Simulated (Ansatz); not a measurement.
Cost and result for the atomization energy of `CO[SiH](F)S[SiH2]Cl` (13 atoms, 12 bonds).

Cartesian coordinates in Å:
```
C 2.0511 -1.2349 1.3076
O 0.9542 -1.5973 0.4926
Si -0.3468 -0.7112 0.1383
F -1.2657 -0.5243 1.4269
S 0.2852 1.2200 -0.5069
Si -1.5631 1.8545 -1.3418
Cl -1.7371 1.2981 -3.3083
H 2.7765 -2.0475 1.2712
H 2.5279 -0.3202 0.9428
H 1.7367 -1.0854 2.3440
H -1.1377 -1.4273 -0.8735
H -2.6959 1.2455 -0.6111
H -1.5853 3.3299 -1.2817
```

Charge 0, multiplicity 1. Geometry: relaxed with PBE0-D4/def2-TZVP. It is one conformer, not always the lowest. Program: Ansatz. All runs use 2 threads of an AMD EPYC 7R13 on a shared host and a share of an NVIDIA H100 80 GB. Times are those of one run each, without the atoms' runs, and a repeat can differ threefold. Electronic energies, without spin–orbit coupling; frozen cores. CCSD(T)/CBS adds CCSD(T) − MP2 in def2-TZVPP to the MP2 limit, and its time is that of the two runs behind it. T1 = 0.011. B3LYP takes the VWN-RPA correlation (the form of Gaussian; ORCA's B3LYP/G).

CCSD(T)/CBS is a level of theory with its own doubt, some kJ/mol a heavy atom from the limit and from the frozen cores, so smaller differences don't rank the functionals.

| level | functions | wall time | atomization (kJ/mol) | difference from CCSD(T)/CBS | per bond |
| --- | --- | --- | --- | --- | --- |
| ωB97X-V/def2-TZVPP | 345 | 6 s | 4771.7 | 12.4 | 1.0 |
| B3LYP-D4/def2-TZVPP (with forces) | 345 | 6.5 s | 4711.3 | -48.0 | -4.0 |
| PBE-D4/def2-TZVPP (with forces) | 345 | 7 s | 4784.8 | 25.5 | 2.1 |
| r2SCAN-D4/def2-TZVPP (with forces) | 345 | 7.5 s | 4760.8 | 1.5 | 0.1 |
| PBE0-D4/def2-TZVPP | 345 | 8.5 s | 4715.6 | -43.7 | -3.6 |
| ωB97M-V/def2-TZVPP (with forces) | 345 | 9 s | 4765.0 | 5.7 | 0.5 |
| MP2/def2-QZVPP | 631 | 9 s | 4807.3 | 48.0 | 4.0 |
| B2PLYP/def2-TZVPP | 345 | 9.5 s | 4667.7 | -91.6 | -7.6 |
| CCSD(T)/def2-TZVPP | 345 | 34 s | 4610.3 | -149.0 | -12.4 |
| CCSD(T)/CBS(def2) | – | 43 s | 4759.3 | 0.0 | 0.0 |

From PBE to PBE0 (25 % exact exchange), in def2-TZVPP and without D4, the atomization energy moves by −63.6 kJ/mol: exact exchange takes away binding that semilocal exchange gives to molecules. In def2-TZVPP, CCSD(T) changes the Hartree–Fock value by +1113.4 kJ/mol (the triples alone add +72.4 kJ/mol) and MP2 by +1221.0 kJ/mol; breaking electron pairs costs correlation energy, which Hartree–Fock lacks. The D4 term adds +64.7 kJ/mol with B3LYP and +34.4 kJ/mol with PBE0; it sums over pairs of atoms, weighted by their polarisabilities, and B3LYP, whose exchange is more repulsive, gets the larger term.
